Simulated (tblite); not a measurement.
C7H7NO.
SMILES with atom numbers: `[CH:1]#[C:2][C@H:3]1[CH:4]=[CH:5][CH2:6][N:7]1[CH:8]=[O:9]` (hydrogens: H10 on C1; H11 on C3; H12 on C4; H13 on C5; H14, H15 on C6; H16 on C8)

Computed with GFN2-xTB (tblite), gas phase: Langevin dynamics at 200 K from the optimised GFN2-xTB geometry, time step 0.5 fs, friction 0.01 fs⁻¹, 2000 steps. The instantaneous temperature is 2·E(kin)/(3Nk) with all 3N coordinates.

```
t (fs)  T (K)  E(pot) above start (eV)  C1≡C2 (Å)  C2–C3 (Å)  C3–C4 (Å)  C4=C5 (Å)  C5–C6 (Å)  C1–H10 (Å)  C6–N7–C8–O9 (°)
     0    163                    0.000      1.196      1.457      1.507      1.321      1.494       1.049               -1
    25     89                    0.156      1.196      1.480      1.510      1.315      1.471       1.056               -3
    50    113                    0.264      1.203      1.453      1.498      1.319      1.485       1.052                3
    75    123                    0.335      1.203      1.508      1.492      1.325      1.523       1.071               -4
   100    147                    0.292      1.200      1.487      1.516      1.313      1.525       1.034               -3
   125    153                    0.232      1.199      1.435      1.517      1.329      1.456       1.073               -2
   150    194                    0.165      1.212      1.451      1.516      1.315      1.485       1.026                4
   175    230                    0.208      1.186      1.475      1.492      1.318      1.515       1.071                0
   200    172                    0.301      1.199      1.436      1.494      1.341      1.499       1.035               -5
   225    123                    0.411      1.198      1.450      1.502      1.344      1.449       1.076               -6
   250    169                    0.262      1.198      1.425      1.487      1.309      1.494       1.023               -3
   275    168                    0.300      1.198      1.468      1.487      1.310      1.487       1.076               12
   300    218                    0.199      1.208      1.490      1.520      1.329      1.479       1.021                0
   325    184                    0.230      1.179      1.433      1.496      1.332      1.489       1.072              -11
   350    179                    0.320      1.204      1.445      1.498      1.325      1.495       1.047              -10
   375    163                    0.355      1.196      1.496      1.505      1.330      1.509       1.083               -2
   400    189                    0.283      1.192      1.454      1.522      1.313      1.485       1.055               -5
   425    165                    0.393      1.210      1.431      1.506      1.310      1.474       1.055               -7
   450    188                    0.310      1.188      1.457      1.540      1.351      1.475       1.074                5
   475    205                    0.266      1.188      1.464      1.558      1.335      1.490       1.021                7
   500    165                    0.300      1.200      1.439      1.479      1.303      1.505       1.081               -3
   525    202                    0.194      1.196      1.488      1.484      1.324      1.486       1.041               -4
   550    216                    0.341      1.199      1.468      1.520      1.334      1.479       1.045               10
   575    172                    0.318      1.202      1.457      1.524      1.341      1.486       1.057               12
   600    188                    0.256      1.194      1.485      1.513      1.305      1.510       1.055               -3
   625    180                    0.368      1.192      1.429      1.498      1.300      1.488       1.042              -10
   650    188                    0.345      1.207      1.448      1.496      1.345      1.483       1.034                0
   675    206                    0.235      1.197      1.462      1.511      1.334      1.531       1.060               13
   700    173                    0.317      1.197      1.439      1.517      1.303      1.525       1.030                6
   725    180                    0.367      1.192      1.406      1.531      1.318      1.494       1.061               -9
   750    226                    0.288      1.198      1.450      1.560      1.328      1.475       1.047               -1
   775    261                    0.335      1.184      1.452      1.544      1.319      1.503       1.053               13
   800    262                    0.444      1.204      1.446      1.498      1.325      1.469       1.051                5
   825    246                    0.462      1.206      1.498      1.513      1.344      1.495       1.053              -15
   850    221                    0.350      1.202      1.506      1.516      1.311      1.476       1.049               -1
   875    227                    0.395      1.191      1.472      1.492      1.312      1.497       1.063               30
   900    281                    0.278      1.209      1.456      1.508      1.315      1.505       1.031               10
   925    193                    0.370      1.188      1.456      1.520      1.325      1.564       1.078              -18
   950    213                    0.282      1.203      1.443      1.489      1.336      1.558       1.026               -3
   975    169                    0.305      1.200      1.464      1.460      1.305      1.515       1.069                6
  1000    160                    0.266      1.204      1.461      1.467      1.292      1.510       1.036               -7
```

Task: From 500 fs on, how do temperature and potential energy compare with equipartition?

Result: The mean temperature of these 21 frames is 206 K against the target 200 K, and the mean potential energy 0.32 eV against 42 × kT/2 = 0.36 eV for 42 classical harmonic modes. For 16 atoms in a canonical ensemble the temperature itself scatters by T·√(2/(3N)) = 41 K; here its standard deviation is 34 K. The whole run lasts only 10 friction times of 100 fs, so these averages carry a wide statistical error.

Task: What are the kinetic and total energies of the listed frame with the highest potential energy?

Result: The one at 825 fs, 0.462 eV above the start. Its kinetic energy is 3NkT/2 = 0.508 eV at 246 K, so the sum is 0.97 eV; over the listed frames the sum runs from 0.34 to 0.99 eV, since the thermostat adds and removes energy.

Task: How much do the listed bonds fluctuate from 500 fs on?

Result: 
| bond | at the start (Å) | mean (Å) | standard deviation (Å) |
| --- | --- | --- | --- |
| C1≡C2 | 1.196 | 1.198 | 0.006 |
| C2–C3 | 1.457 | 1.458 | 0.023 |
| C3–C4 | 1.507 | 1.507 | 0.023 |
| C4=C5 | 1.321 | 1.320 | 0.015 |
| C5–C6 | 1.494 | 1.503 | 0.025 |
| C1–H10 | 1.049 | 1.051 | 0.015 |

The motion is classical and holds no zero-point motion.

What follows is the cost of the whole dynamics run. Hardware: Intel Xeon Platinum 8488C, one thread, no GPU, shared host. Cost: 9.7 s wall, 0.18 GiB resident at most.
